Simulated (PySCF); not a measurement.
Input of a run (PBE0-D3(BJ)/def2-SVP geometry optimisation, gas phase (PySCF 2.14.0)), started from a GFN2-xTB structure with every atom displaced at random (by about 0.01 Å):
```
{"job": {"xc": "PBE0", "basis": "def2-SVP", "d3": "d3bj", "grid": 1, "shake": 0.01, "kind": "geom"}, "charge": 0, "multiplicity": 1}
C     -1.313860     0.064060     0.182370
C     -0.114450    -0.647470     0.698440
Ga     1.591270     0.315650     0.059540
F      1.276720     1.747400    -0.927100
Cl     3.673040     0.009590     0.303550
H     -1.335070     0.125560    -0.913660
H     -1.345670     1.115340     0.541040
H     -2.226700    -0.409210     0.504400
H     -0.065240    -1.667290     0.356020
H     -0.089610    -0.674550     1.803110
```

Output (energies in Eh, forces in Eh/bohr):
```
step   0  E = -2563.10411025  max force = 0.032857
step   1  E = -2563.10879020  max force = 0.012137
step   2  E = -2563.10955783  max force = 0.003651
step   3  E = -2563.10968418  max force = 0.001288
step   4  E = -2563.10971264  max force = 0.000589
step   5  E = -2563.10971292  max force = 0.000795
step   6  E = -2563.10971370  max force = 0.000563
step   7  E = -2563.10971575  max force = 0.000239
optimisation converged
```

Summarise the run.

The energy falls by 14.7 kJ/mol over 8 energy and gradient evaluations, the largest force component goes from 0.0329 to 2.4e-04 Eh/bohr, and the atoms move by 0.152 Å rms after alignment. The bond that changes most is C2–Ga3 (ends: chain CH2 carbon; gallium bonded to C, Cl and F), which shortens by 0.110 Å. Bonds longer at the end by more than 0.005 Å: 4 of 9; shorter: 3. Among the angles that change most is C2–Ga3–Cl5, from 135.3° to 126.0°. The energy never rose by more than 1e-6 Eh on the way. The first step brought 83 % of the lowering.

What are the final bond lengths?

C1–C2 1.524 Å, C2–Ga3 1.951 Å, Ga3–F4 1.753 Å, Ga3–Cl5 2.143 Å, C1–H6 1.100 Å, C1–H7 1.100 Å, C1–H8 1.102 Å, C2–H9 1.103 Å, C2–H10 1.103 Å. Numbering counts from 1 in the input's order; the species is `C[CH2][Ga]([F])[Cl]`.

The run used 117 basis functions and 52 SCF cycles in all. Hardware: one thread of an Arm Neoverse V1 (shared host). Cost: 48 s of wall time, 0.49 GiB resident at most.

PBE0-D3(BJ)/def2-SVP frequencies: not computed here. The numbers are those of one conformer.

Shape of the structure used: `[CH3:1][CH2:2][Ga:3]([F:4])[Cl:5]`: C1–C2–Ga3–F4 -3°.
